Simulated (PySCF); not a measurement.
**A survey of 31P NMR shifts**

Level of theory: GFN2-xTB structure, GIAO PBE0/pcSseg-1 shieldings, in PySCF 2.14 (averaged over atoms made equivalent by symmetry, fast rotation or ring inversion, gas phase, non-relativistic Hamiltonian, single conformer).

Shieldings were converted by a linear fit to measured shifts: 31P (scatter 18.1 ppm rms vs H3PO4, solution or neat liquid). A few per cent of atoms miss by over 2 rms, more outside the fitted compound classes.

Problem. Give the 31P shifts of `CC#CP=C(C)C`.

Solution. 
```json
{"compound": "CC#CP=C(C)C", "environment": "phosphorus bonded to 2 C", "δ (ppm)": "154.2"}
```

Problem. Order these by 31P shift, lowest first.
A. C=C(C)P(C)c1ccco1
B. CC1C=CPC=C1
C. C=Cc1pcoc1C(C)C
D. COc1c(C)ccpc1C
E. COC(=O)c1pccn1C
F. CCC1=C(F)C[P@H](=S)C1

Solution. B (-92.7 ppm, phosphorus bonded to 2 C, H, in a 6-membered ring), A (-47.7 ppm, phosphorus bonded to 3 C), F (8.9 ppm, phosphorus bonded to 2 C, S, H, in a 5-membered ring), C (114.5 ppm, phosphorus bonded to 2 C, in a 5-membered ring), E (162.8 ppm, phosphorus bonded to 2 C, in a 5-membered ring), D (192.6 ppm, phosphorus bonded to 2 C, in a 6-membered ring).
